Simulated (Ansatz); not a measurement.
A structure relaxed at PBE0-D4/def2-TZVP, charge 0, multiplicity 1:

| atom | x (Å) | y (Å) | z (Å) |
| --- | --- | --- | --- |
| O1 | 0.000 | 1.881 | 0.143 |
| Si2 | -0.269 | 0.707 | -0.957 |
| O3 | 0.797 | 0.620 | -2.196 |
| N4 | -0.105 | -0.817 | -0.166 |
| Si5 | -0.105 | -1.133 | 1.484 |
| F6 | 0.929 | -0.220 | 2.256 |
| F7 | 0.287 | -2.638 | 1.731 |
| F8 | -1.492 | -0.876 | 2.181 |
| H9 | 0.802 | 1.849 | 0.670 |
| H10 | -1.623 | 0.986 | -1.471 |
| H11 | 0.702 | 1.252 | -2.910 |
| H12 | 0.077 | -1.611 | -0.765 |

(1) Give its formula and SMILES.

(2) Summarise the bond lengths by kind.

Results:

(1) F3H4NO2Si2, `O[SiH](O)N[Si](F)(F)F`.

(2) 2 × O–Si 1.631 to 1.636 Å; 2 × H–O 0.958 to 0.960 Å; 2 × N–Si 1.680 to 1.724 Å; 1 × H–Si 1.476 Å; 1 × H–N 1.011 Å; 3 × F–Si 1.574 to 1.580 Å.

All numbers were calculated with Ansatz.
